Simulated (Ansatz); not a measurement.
Born–Oppenheimer molecular dynamics of CH₇FOSi₂ (12 atoms, charge 0, multiplicity 1). It goes on from the last frame of an earlier run, with new velocities.

Method: Ansatz, RKS PBE0/def2-SVP.

```json
{
 "ensemble": "NVE (velocity Verlet)",
 "time step": "0.25 fs",
 "steps asked": "100",
 "starting velocities drawn for": "400 K",
 "seed": "758186"
}
```

Frames 0.25 fs apart, positions in Å, forces in eV/Å.

Velocities at 15.0 fs (Å/ps):

```
Si 0.74 -5.47 -3.65
F -0.96 1.19 5.19
Si -2.11 0.23 0.92
H 21.57 0.76 -7.07
H 50.13 11.57 -15.34
H 0.95 13.10 -14.75
O -1.77 1.46 -0.49
C 1.07 3.56 0.43
H -2.19 4.37 -5.49
H -7.43 17.67 3.55
H 5.15 -27.43 22.81
H 3.38 38.09 -2.83
```

```xyz
12
Properties=species:S:1:pos:R:3:forces:R:3 time_fs=15.0 energy_less_start_eV=0.038 T=370
Si -0.145 -0.215 -0.293 2.18 -0.03 1.33
F -0.365 -0.567 1.338 0.00 0.02 -1.67
Si 2.303 0.059 -0.769 -1.79 -1.14 0.49
H 2.811 -1.394 -0.748 0.07 0.81 -0.04
H 2.333 0.638 -2.124 0.19 0.05 -0.37
H 2.968 0.970 0.185 0.22 0.02 0.20
O -0.845 1.213 -0.608 1.05 0.66 0.34
C -2.136 1.549 -0.899 -1.48 -0.33 -0.50
H -2.849 1.012 -0.230 0.03 0.22 -0.27
H -2.316 2.637 -0.754 0.18 -0.32 -0.22
H -2.348 1.242 -1.959 -0.27 0.47 0.53
H -0.676 -1.241 -1.214 -0.37 -0.42 0.19
12
Properties=species:S:1:pos:R:3:forces:R:3 time_fs=15.2 energy_less_start_eV=0.045 T=365
Si -0.145 -0.217 -0.294 2.18 0.14 1.44
F -0.366 -0.567 1.340 0.01 0.02 -1.72
Si 2.303 0.059 -0.768 -1.74 -1.12 0.39
H 2.817 -1.394 -0.749 0.05 0.83 -0.03
H 2.346 0.641 -2.128 0.16 0.00 -0.28
H 2.968 0.973 0.181 0.22 0.02 0.21
O -0.846 1.213 -0.608 1.11 0.62 0.38
C -2.136 1.550 -0.899 -1.50 -0.24 -0.41
H -2.850 1.013 -0.232 0.03 0.22 -0.24
H -2.318 2.641 -0.753 0.20 -0.44 -0.26
H -2.346 1.235 -1.953 -0.30 0.49 0.41
H -0.676 -1.232 -1.215 -0.42 -0.54 0.11
12
Properties=species:S:1:pos:R:3:forces:R:3 time_fs=15.5 energy_less_start_eV=0.053 T=359
Si -0.145 -0.218 -0.294 2.18 0.31 1.54
F -0.366 -0.566 1.341 0.02 0.01 -1.77
Si 2.302 0.059 -0.768 -1.69 -1.08 0.28
H 2.822 -1.393 -0.751 0.04 0.84 -0.02
H 2.359 0.644 -2.132 0.13 -0.04 -0.19
H 2.969 0.976 0.178 0.21 0.01 0.23
O -0.846 1.213 -0.608 1.17 0.59 0.42
C -2.136 1.551 -0.899 -1.50 -0.16 -0.31
H -2.850 1.014 -0.233 0.02 0.22 -0.20
H -2.320 2.645 -0.752 0.22 -0.54 -0.29
H -2.345 1.229 -1.947 -0.33 0.50 0.29
H -0.675 -1.223 -1.215 -0.47 -0.66 0.02
12
Properties=species:S:1:pos:R:3:forces:R:3 time_fs=15.8 energy_less_start_eV=0.063 T=351
Si -0.144 -0.219 -0.295 2.18 0.48 1.64
F -0.366 -0.566 1.342 0.03 0.01 -1.82
Si 2.301 0.059 -0.768 -1.63 -1.04 0.17
H 2.828 -1.392 -0.753 0.02 0.85 0.00
H 2.371 0.647 -2.137 0.10 -0.09 -0.10
H 2.969 0.979 0.175 0.20 0.00 0.24
O -0.846 1.214 -0.608 1.22 0.55 0.45
C -2.136 1.552 -0.899 -1.50 -0.08 -0.22
H -2.851 1.015 -0.235 0.01 0.21 -0.16
H -2.321 2.649 -0.752 0.24 -0.64 -0.32
H -2.345 1.222 -1.941 -0.36 0.51 0.16
H -0.675 -1.214 -1.216 -0.52 -0.77 -0.06
12
Properties=species:S:1:pos:R:3:forces:R:3 time_fs=16.0 energy_less_start_eV=0.075 T=342
Si -0.144 -0.221 -0.296 2.17 0.64 1.74
F -0.366 -0.566 1.343 0.05 0.01 -1.86
Si 2.301 0.059 -0.768 -1.57 -0.98 0.07
H 2.833 -1.390 -0.755 0.01 0.84 0.01
H 2.384 0.650 -2.141 0.07 -0.13 0.00
H 2.970 0.983 0.171 0.19 -0.01 0.25
O -0.847 1.214 -0.608 1.27 0.51 0.49
C -2.136 1.553 -0.899 -1.48 0.00 -0.12
H -2.851 1.017 -0.237 -0.01 0.20 -0.11
H -2.323 2.652 -0.751 0.26 -0.71 -0.35
H -2.344 1.217 -1.934 -0.39 0.51 0.02
H -0.675 -1.206 -1.216 -0.57 -0.88 -0.13
12
Properties=species:S:1:pos:R:3:forces:R:3 time_fs=16.2 energy_less_start_eV=0.088 T=332
Si -0.144 -0.222 -0.297 2.16 0.79 1.83
F -0.367 -0.565 1.344 0.06 0.00 -1.90
Si 2.300 0.059 -0.767 -1.51 -0.93 -0.03
H 2.839 -1.387 -0.757 0.00 0.84 0.02
H 2.397 0.652 -2.145 0.03 -0.17 0.09
H 2.971 0.986 0.168 0.18 -0.02 0.25
O -0.847 1.215 -0.608 1.32 0.48 0.52
C -2.136 1.554 -0.899 -1.46 0.06 -0.02
H -2.852 1.019 -0.239 -0.02 0.19 -0.06
H -2.324 2.655 -0.751 0.27 -0.78 -0.37
H -2.344 1.211 -1.928 -0.42 0.51 -0.12
H -0.676 -1.198 -1.217 -0.61 -0.97 -0.20
12
Properties=species:S:1:pos:R:3:forces:R:3 time_fs=16.5 energy_less_start_eV=0.102 T=321
Si -0.143 -0.223 -0.298 2.15 0.93 1.91
F -0.367 -0.565 1.345 0.07 0.00 -1.94
Si 2.299 0.059 -0.767 -1.45 -0.86 -0.13
H 2.844 -1.384 -0.758 -0.01 0.82 0.03
H 2.410 0.655 -2.149 0.00 -0.21 0.18
H 2.972 0.989 0.165 0.16 -0.03 0.26
O -0.847 1.215 -0.608 1.36 0.44 0.54
C -2.136 1.554 -0.899 -1.43 0.12 0.08
H -2.853 1.020 -0.241 -0.04 0.17 -0.01
H -2.325 2.658 -0.752 0.28 -0.83 -0.39
H -2.343 1.206 -1.922 -0.44 0.51 -0.26
H -0.676 -1.191 -1.218 -0.65 -1.06 -0.27
12
Properties=species:S:1:pos:R:3:forces:R:3 time_fs=16.8 energy_less_start_eV=0.115 T=311
Si -0.143 -0.225 -0.298 2.13 1.07 1.98
F -0.367 -0.565 1.346 0.08 0.00 -1.97
Si 2.299 0.059 -0.767 -1.39 -0.79 -0.22
H 2.850 -1.381 -0.760 -0.02 0.80 0.04
H 2.423 0.658 -2.154 -0.04 -0.25 0.26
H 2.973 0.993 0.163 0.15 -0.05 0.26
O -0.847 1.216 -0.608 1.40 0.40 0.57
C -2.136 1.555 -0.899 -1.39 0.17 0.17
H -2.853 1.022 -0.243 -0.06 0.15 0.04
H -2.326 2.659 -0.752 0.29 -0.86 -0.41
H -2.344 1.201 -1.916 -0.47 0.50 -0.40
H -0.678 -1.184 -1.219 -0.68 -1.14 -0.33
12
Properties=species:S:1:pos:R:3:forces:R:3 time_fs=17.0 energy_less_start_eV=0.129 T=301
Si -0.142 -0.226 -0.299 2.10 1.19 2.04
F -0.367 -0.564 1.347 0.09 -0.01 -2.00
Si 2.298 0.059 -0.767 -1.32 -0.71 -0.31
H 2.855 -1.377 -0.762 -0.02 0.78 0.05
H 2.436 0.660 -2.158 -0.08 -0.29 0.35
H 2.974 0.996 0.160 0.13 -0.06 0.26
O -0.847 1.216 -0.608 1.43 0.37 0.59
C -2.136 1.556 -0.899 -1.34 0.20 0.26
H -2.854 1.024 -0.245 -0.08 0.14 0.10
H -2.327 2.661 -0.752 0.29 -0.88 -0.42
H -2.344 1.196 -1.910 -0.49 0.49 -0.53
H -0.679 -1.179 -1.220 -0.71 -1.21 -0.37
12
Properties=species:S:1:pos:R:3:forces:R:3 time_fs=17.2 energy_less_start_eV=0.141 T=291
Si -0.142 -0.227 -0.299 2.06 1.29 2.08
F -0.368 -0.564 1.348 0.10 -0.01 -2.03
Si 2.297 0.058 -0.766 -1.25 -0.63 -0.39
H 2.861 -1.373 -0.764 -0.03 0.75 0.06
H 2.448 0.662 -2.161 -0.11 -0.33 0.42
H 2.975 0.999 0.158 0.11 -0.08 0.26
O -0.847 1.217 -0.608 1.45 0.34 0.61
C -2.137 1.557 -0.899 -1.29 0.22 0.33
H -2.854 1.026 -0.246 -0.10 0.12 0.15
H -2.327 2.662 -0.753 0.30 -0.88 -0.43
H -2.345 1.192 -1.904 -0.51 0.48 -0.66
H -0.681 -1.173 -1.222 -0.73 -1.26 -0.41
12
Properties=species:S:1:pos:R:3:forces:R:3 time_fs=17.5 energy_less_start_eV=0.151 T=283
Si -0.141 -0.229 -0.300 2.02 1.38 2.12
F -0.368 -0.564 1.349 0.11 -0.01 -2.06
Si 2.296 0.058 -0.766 -1.19 -0.55 -0.46
H 2.866 -1.368 -0.765 -0.03 0.71 0.07
H 2.461 0.664 -2.165 -0.15 -0.36 0.50
H 2.976 1.002 0.155 0.08 -0.10 0.25
O -0.847 1.217 -0.608 1.47 0.30 0.63
C -2.137 1.558 -0.898 -1.23 0.22 0.39
H -2.855 1.028 -0.248 -0.12 0.10 0.21
H -2.328 2.662 -0.754 0.30 -0.87 -0.44
H -2.346 1.188 -1.899 -0.52 0.47 -0.77
H -0.684 -1.169 -1.223 -0.74 -1.29 -0.43
12
Properties=species:S:1:pos:R:3:forces:R:3 time_fs=17.8 energy_less_start_eV=0.160 T=276
Si -0.140 -0.230 -0.301 1.97 1.45 2.13
F -0.368 -0.564 1.349 0.12 -0.02 -2.09
Si 2.295 0.058 -0.766 -1.12 -0.46 -0.53
H 2.871 -1.362 -0.767 -0.03 0.67 0.08
H 2.474 0.666 -2.168 -0.19 -0.39 0.56
H 2.977 1.005 0.153 0.06 -0.12 0.25
O -0.847 1.218 -0.608 1.48 0.27 0.65
C -2.138 1.559 -0.898 -1.17 0.21 0.44
H -2.856 1.031 -0.250 -0.14 0.08 0.26
H -2.328 2.662 -0.756 0.29 -0.83 -0.44
H -2.347 1.184 -1.894 -0.53 0.45 -0.87
H -0.687 -1.166 -1.225 -0.74 -1.32 -0.44
```

Of the whole run (25 fs, mean temperature of the second half 315 K): The conserved energy stayed within 0.018 meV per atom of its start (net change 0.0048 meV per atom), so the integration is sound. A run of 0.025 ps of so small a system gives no equilibrium averages.

Run time: 11 min on 2 threads of Intel(R) Xeon(R) Processor @ 2.50GHz (Skylake/Cascade Lake) (shared host), peak memory 0.26 GiB.
